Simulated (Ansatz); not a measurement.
Relaxation of the cluster Sr₅S₅⁻ (charge -1, doublet) with UKS PBE-D4/def2-SVP in Ansatz.

Positions (Å) and forces (eV/Å) at steps 30, 31, 33, 34, 35, 36, 37, 38, 39, 40, 41, 42, 43, 44, 45, 46, 47, 49, 50, 51 of 51:

```xyz
10
step=30 energy=-58331.3318 eV
Sr   -5.189   -0.291    0.232    0.054   -0.008   -0.012
Sr    2.512   -0.783   -0.415   -0.046   -0.040    0.000
Sr   -1.428    1.573   -0.215   -0.055   -0.038   -0.008
Sr    3.964    2.691    0.041    0.021    0.035    0.013
Sr   -1.711   -2.787   -0.353   -0.009    0.016    0.002
S     5.126    0.344   -0.096   -0.058    0.006   -0.011
S     0.989   -3.064   -0.606    0.034    0.032    0.005
S    -4.451   -2.887    0.033   -0.025    0.042    0.005
S     1.358    1.932   -0.250    0.058   -0.006   -0.002
S    -4.068    2.196    0.099    0.026   -0.038    0.008
10
step=31 energy=-58331.3194 eV rejected
Sr   -5.126   -0.267    0.223   -0.052    0.009    0.007
Sr    2.502   -0.830   -0.419    0.092    0.197    0.023
Sr   -1.392    1.476   -0.233   -0.014    0.055   -0.008
Sr    3.939    2.780    0.064   -0.048   -0.203   -0.024
Sr   -1.746   -2.792   -0.358    0.010   -0.055   -0.006
S     5.061    0.419   -0.103    0.056   -0.013    0.005
S     0.954   -3.084   -0.605    0.008   -0.008    0.002
S    -4.480   -2.882    0.035   -0.019   -0.009    0.003
S     1.387    1.890   -0.252   -0.082    0.043   -0.001
S    -3.997    2.214    0.114    0.049   -0.016    0.000
10
step=33 energy=-58331.3370 eV
Sr   -5.155   -0.305    0.256   -0.006   -0.028   -0.003
Sr    2.501   -0.761   -0.407   -0.035    0.042    0.006
Sr   -1.387    1.520   -0.303   -0.055   -0.027   -0.008
Sr    3.990    2.717    0.062   -0.015    0.011    0.002
Sr   -1.778   -2.808   -0.436    0.007   -0.005   -0.006
S     5.105    0.352   -0.082    0.017   -0.004   -0.001
S     0.939   -3.010   -0.552    0.010    0.001    0.000
S    -4.497   -2.920    0.059   -0.008    0.021    0.005
S     1.383    1.982   -0.269    0.054   -0.038   -0.001
S    -3.999    2.157    0.140    0.032    0.028    0.006
10
step=34 energy=-58331.3409 eV
Sr   -5.149   -0.277    0.270    0.005    0.015   -0.006
Sr    2.531   -0.749   -0.403   -0.004    0.047    0.006
Sr   -1.380    1.408   -0.355    0.035   -0.005   -0.010
Sr    3.971    2.744    0.077   -0.018    0.006   -0.001
Sr   -1.817   -2.872   -0.475   -0.029    0.005   -0.004
S     5.122    0.394   -0.073    0.019   -0.014    0.002
S     0.908   -2.952   -0.542   -0.015   -0.009    0.001
S    -4.529   -2.899    0.076    0.014   -0.016    0.005
S     1.382    1.959   -0.272    0.013   -0.017   -0.003
S    -3.937    2.166    0.163   -0.020   -0.012    0.010
10
step=35 energy=-58331.3523 eV
Sr   -5.129   -0.266    0.308    0.011    0.040   -0.014
Sr    2.571   -0.715   -0.386    0.007    0.030    0.009
Sr   -1.337    1.260   -0.476    0.033    0.027    0.038
Sr    3.971    2.780    0.099   -0.022    0.015   -0.005
Sr   -1.921   -2.938   -0.601    0.000   -0.012    0.014
S     5.150    0.442   -0.040    0.024   -0.026    0.005
S     0.823   -2.829   -0.487   -0.162    0.061   -0.002
S    -4.595   -2.911    0.126    0.093   -0.019   -0.010
S     1.398    1.965   -0.293   -0.031   -0.029   -0.020
S    -3.828    2.136    0.218    0.048   -0.086   -0.015
10
step=36 energy=-58331.3952 eV
Sr   -5.121   -0.269    0.328    0.024    0.070   -0.020
Sr    2.610   -0.681   -0.368    0.020    0.006    0.010
Sr   -1.281    1.128   -0.546    0.066   -0.018    0.091
Sr    3.980    2.811    0.107   -0.014    0.039   -0.005
Sr   -2.024   -2.990   -0.704    0.013   -0.031    0.044
S     5.183    0.480   -0.010    0.014   -0.048    0.006
S     0.711   -2.677   -0.443   -0.287    0.180   -0.021
S    -4.654   -2.931    0.171    0.143   -0.019   -0.029
S     1.419    1.973   -0.318   -0.055   -0.030   -0.038
S    -3.722    2.080    0.252    0.076   -0.150   -0.038
10
step=37 energy=-58331.4927 eV
Sr   -5.122   -0.274    0.322    0.017    0.087   -0.018
Sr    2.639   -0.653   -0.358    0.066    0.009    0.007
Sr   -1.225    1.015   -0.541    0.162   -0.128    0.095
Sr    3.990    2.829    0.104    0.016    0.086    0.000
Sr   -2.095   -3.032   -0.748   -0.026   -0.072    0.026
S     5.208    0.500    0.006   -0.001   -0.076    0.006
S     0.599   -2.518   -0.430   -0.329    0.298   -0.021
S    -4.685   -2.942    0.196    0.113   -0.026   -0.021
S     1.436    1.977   -0.337   -0.063   -0.018   -0.043
S    -3.644    2.022    0.254    0.043   -0.162   -0.031
10
step=38 energy=-58331.6344 eV
Sr   -5.112   -0.273    0.338    0.055    0.154   -0.011
Sr    2.667   -0.623   -0.346    0.072   -0.008    0.017
Sr   -1.160    0.863   -0.596    0.256   -0.140    0.187
Sr    3.998    2.860    0.114   -0.009    0.106   -0.004
Sr   -2.185   -3.081   -0.816    0.002   -0.061    0.103
S     5.229    0.536    0.027   -0.007   -0.115    0.006
S     0.487   -2.355   -0.401   -0.528    0.432   -0.081
S    -4.745   -2.956    0.227    0.218   -0.023   -0.073
S     1.455    1.987   -0.353   -0.090   -0.048   -0.070
S    -3.533    1.965    0.274    0.032   -0.297   -0.073
10
step=39 energy=-58331.8255 eV
Sr   -5.121   -0.272    0.333    0.019    0.119    0.004
Sr    2.681   -0.614   -0.343    0.134    0.039    0.011
Sr   -1.104    0.783   -0.550    0.301   -0.189    0.147
Sr    4.005    2.868    0.109    0.031    0.129    0.001
Sr   -2.211   -3.118   -0.824   -0.051   -0.125    0.043
S     5.237    0.533    0.034   -0.027   -0.127    0.005
S     0.379   -2.194   -0.412   -0.472    0.460   -0.054
S    -4.739   -2.955    0.232    0.134   -0.012   -0.043
S     1.465    1.985   -0.368   -0.055   -0.041   -0.059
S    -3.490    1.907    0.256   -0.014   -0.253   -0.056
10
step=40 energy=-58331.9983 eV
Sr   -5.146   -0.278    0.335    0.019    0.076    0.025
Sr    2.688   -0.607   -0.339    0.145    0.061    0.011
Sr   -1.039    0.755   -0.515    0.241   -0.139    0.116
Sr    4.037    2.889    0.106    0.057    0.088   -0.001
Sr   -2.242   -3.195   -0.849   -0.001   -0.082    0.058
S     5.236    0.524    0.047   -0.046   -0.127    0.006
S     0.261   -2.039   -0.415   -0.390    0.343   -0.060
S    -4.737   -2.959    0.243    0.105    0.013   -0.053
S     1.501    1.998   -0.389   -0.040   -0.031   -0.050
S    -3.456    1.837    0.245   -0.089   -0.201   -0.052
10
step=41 energy=-58332.0960 eV
Sr   -5.178   -0.286    0.349   -0.086   -0.011    0.054
Sr    2.708   -0.598   -0.340   -0.017   -0.005   -0.020
Sr   -0.982    0.738   -0.451   -0.057    0.297    0.084
Sr    4.074    2.899    0.100    0.047    0.035   -0.007
Sr   -2.243   -3.254   -0.838    0.064   -0.112    0.021
S     5.231    0.492    0.057    0.015   -0.057    0.019
S     0.148   -1.882   -0.439   -0.049   -0.089   -0.035
S    -4.717   -2.952    0.230    0.009   -0.005   -0.029
S     1.528    2.000   -0.411    0.080    0.019   -0.021
S    -3.469    1.765    0.211   -0.007   -0.072   -0.066
10
step=42 energy=-58332.1551 eV
Sr   -5.278   -0.314    0.397    0.080   -0.097    0.010
Sr    2.671   -0.611   -0.359    0.115    0.115   -0.023
Sr   -0.944    0.900   -0.355   -0.096    0.001    0.036
Sr    4.180    2.919    0.096    0.074   -0.158   -0.014
Sr   -2.195   -3.402   -0.793    0.050    0.053    0.072
S     5.208    0.439    0.066    0.012   -0.030    0.025
S     0.065   -1.801   -0.481   -0.084    0.051   -0.018
S    -4.690   -2.953    0.184   -0.017    0.036   -0.038
S     1.634    2.040   -0.438   -0.141    0.034   -0.004
S    -3.549    1.706    0.150    0.005   -0.005   -0.045
10
step=43 energy=-58332.1501 eV rejected
Sr   -5.299   -0.400    0.432    0.078   -0.048   -0.023
Sr    2.689   -0.506   -0.414   -0.296   -0.284   -0.069
Sr   -1.011    1.061   -0.267   -0.019   -0.187   -0.046
Sr    4.253    2.746    0.068    0.145    0.285    0.052
Sr   -2.105   -3.449   -0.688    0.083    0.203    0.078
S     5.310    0.279    0.103   -0.167    0.006   -0.034
S     0.025   -1.627   -0.509   -0.086   -0.021    0.025
S    -4.669   -3.013    0.124    0.048   -0.025   -0.031
S     1.599    2.131   -0.450    0.190    0.049    0.044
S    -3.689    1.702    0.068    0.025    0.021    0.004
10
step=44 energy=-58332.1930 eV
Sr   -5.236   -0.373    0.418    0.015   -0.008    0.006
Sr    2.654   -0.573   -0.433   -0.011    0.047    0.001
Sr   -0.969    0.976   -0.317   -0.034    0.016    0.012
Sr    4.239    2.854    0.095    0.004   -0.025    0.010
Sr   -2.151   -3.408   -0.709    0.021   -0.019    0.023
S     5.211    0.360    0.067    0.046   -0.052   -0.005
S     0.024   -1.715   -0.476    0.004    0.046   -0.006
S    -4.693   -3.008    0.143   -0.023   -0.012   -0.011
S     1.628    2.092   -0.392   -0.013    0.019   -0.014
S    -3.606    1.719    0.071   -0.008   -0.012   -0.014
10
step=45 energy=-58332.2060 eV
Sr   -5.219   -0.417    0.429    0.011   -0.008   -0.010
Sr    2.625   -0.538   -0.479    0.039    0.013   -0.002
Sr   -0.979    1.052   -0.307   -0.008    0.011   -0.004
Sr    4.284    2.808    0.140    0.012   -0.051    0.004
Sr   -2.115   -3.426   -0.618   -0.002   -0.010    0.016
S     5.219    0.289    0.038   -0.023    0.023   -0.005
S    -0.009   -1.638   -0.482   -0.031    0.006   -0.001
S    -4.702   -3.055    0.110    0.004    0.002   -0.004
S     1.643    2.139   -0.382    0.005    0.019   -0.001
S    -3.645    1.710    0.019   -0.008   -0.006    0.006
10
step=46 energy=-58332.2096 eV
Sr   -5.204   -0.443    0.379   -0.013   -0.009    0.003
Sr    2.605   -0.525   -0.529   -0.028   -0.001   -0.008
Sr   -0.985    1.115   -0.319   -0.017   -0.012    0.009
Sr    4.303    2.765    0.195    0.003    0.066    0.009
Sr   -2.078   -3.452   -0.531   -0.019   -0.043    0.007
S     5.203    0.253    0.011    0.031   -0.061    0.002
S    -0.051   -1.586   -0.496    0.047    0.049   -0.008
S    -4.686   -3.085    0.108   -0.010   -0.010   -0.003
S     1.659    2.167   -0.382   -0.023   -0.008   -0.006
S    -3.663    1.716    0.032    0.029    0.028   -0.005
10
step=47 energy=-58332.2109 eV
Sr   -5.193   -0.440    0.361    0.018    0.021   -0.008
Sr    2.595   -0.511   -0.567    0.016   -0.021   -0.004
Sr   -0.991    1.110   -0.305    0.020    0.032   -0.003
Sr    4.303    2.765    0.210   -0.016   -0.055   -0.002
Sr   -2.064   -3.479   -0.482    0.022    0.021    0.008
S     5.192    0.234    0.023   -0.001    0.045    0.002
S    -0.051   -1.576   -0.530   -0.038   -0.057   -0.004
S    -4.684   -3.089    0.101    0.009    0.007   -0.003
S     1.653    2.172   -0.384    0.012    0.030    0.002
S    -3.657    1.738    0.040   -0.042   -0.025    0.012
10
step=49 energy=-58332.2132 eV
Sr   -5.184   -0.440    0.290    0.010    0.001   -0.003
Sr    2.579   -0.508   -0.669    0.001    0.031    0.009
Sr   -0.993    1.146   -0.304   -0.005   -0.010    0.001
Sr    4.286    2.726    0.300   -0.021   -0.009   -0.003
Sr   -2.009   -3.517   -0.339   -0.005    0.035    0.002
S     5.163    0.208    0.018    0.001   -0.016   -0.002
S    -0.078   -1.550   -0.594   -0.007   -0.015    0.000
S    -4.653   -3.090    0.093    0.019   -0.005   -0.001
S     1.656    2.188   -0.413    0.003   -0.010   -0.004
S    -3.663    1.759    0.085    0.004   -0.003    0.001
10
step=50 energy=-58332.2113 eV rejected
Sr   -5.172   -0.436    0.257   -0.002    0.011    0.002
Sr    2.581   -0.484   -0.705   -0.050   -0.050   -0.020
Sr   -1.003    1.137   -0.303    0.001    0.005   -0.002
Sr    4.260    2.692    0.331    0.015    0.081    0.022
Sr   -1.991   -3.516   -0.285    0.009    0.044   -0.005
S     5.165    0.187    0.026   -0.024   -0.010   -0.006
S    -0.068   -1.549   -0.628   -0.026   -0.026    0.009
S    -4.644   -3.090    0.096    0.029    0.000   -0.002
S     1.635    2.204   -0.436    0.046   -0.025    0.004
S    -3.662    1.778    0.112    0.003   -0.030   -0.003
10
step=51 energy=-58332.2137 eV
Sr   -5.181   -0.437    0.281   -0.008    0.006    0.003
Sr    2.583   -0.503   -0.677    0.003    0.007   -0.002
Sr   -0.990    1.133   -0.308   -0.010    0.001    0.002
Sr    4.272    2.724    0.311    0.000    0.014    0.004
Sr   -2.015   -3.502   -0.334    0.006    0.002    0.000
S     5.163    0.211    0.025   -0.001   -0.016   -0.001
S    -0.067   -1.560   -0.604   -0.004    0.003    0.000
S    -4.659   -3.090    0.102    0.006   -0.001   -0.001
S     1.651    2.189   -0.426    0.000   -0.010   -0.003
S    -3.655    1.759    0.097    0.009   -0.006   -0.003
```

In the def2 sets Sr takes a core potential; there is no spin–orbit coupling. The gap within one spin of the charge -1 doublet nearly closes, so an electron or hole may be smeared out by delocalisation error. Another isomer (doublet) lies 2.43 eV lower at PBE0-D4/def2-TZVPD; other spin states weren't run for this one.
